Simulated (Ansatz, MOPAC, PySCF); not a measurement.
Complex: H2S (SMILES S) (first 3 atoms) with HI (SMILES I); geometry from B3LYP-D3(BJ)/def2-TZVP.
(charge 0, multiplicity 1):
```xyz
5

S     -0.0946     0.0723     0.1021
H      0.0562     1.4018     0.2197
H     -1.3905     0.1264     0.4512
I      0.7838    -0.2015     4.1056
H      0.5061    -0.1773     2.4961
```

Counterpoise-corrected where a basis set is named; no monomer relaxation.

Frozen-core correlation. Filled d and f shells under p-block atoms count as core. CBS(a, b) extrapolates the correlation energy as X⁻³ and adds the Hartree–Fock energy of set b. The state reached by PM6 isn't checked.

The values were computed with Ansatz (Gaussian basis) for Hartree–Fock, density functionals and correlated methods; MOPAC for PM6 (differences of heats of formation); PySCF for the dispersion terms.  In def2 rows elements past Kr take small-core potentials, without spin–orbit coupling.

| level | interaction energy (meV) |
|---|---|
| PM6 | -71.5 |
| PBE-D4/def2-TZVPPD | -166.9 |
| B3LYP/def2-TZVPPD | -60.6 |
| PBE0-D4/def2-TZVPPD | -143.6 |
| wB97X-V/def2-TZVPPD | -91.1 |
| B2PLYP/def2-TZVPPD | -70.4 |
| B2PLYP-D4/def2-TZVPPD | -100.7 |
| CCSD(T)/def2-SVPD | -47.0 |
| CCSD(T)/CBS(def2-TZVPPD, def2-QZVPPD) | ___ |

Question: What belongs in the gaps?

Answer: 
- CCSD(T)/CBS(def2-TZVPPD, def2-QZVPPD), interaction energy (meV): -93.9

Ansatz is a quantum-chemistry and plane-wave program.
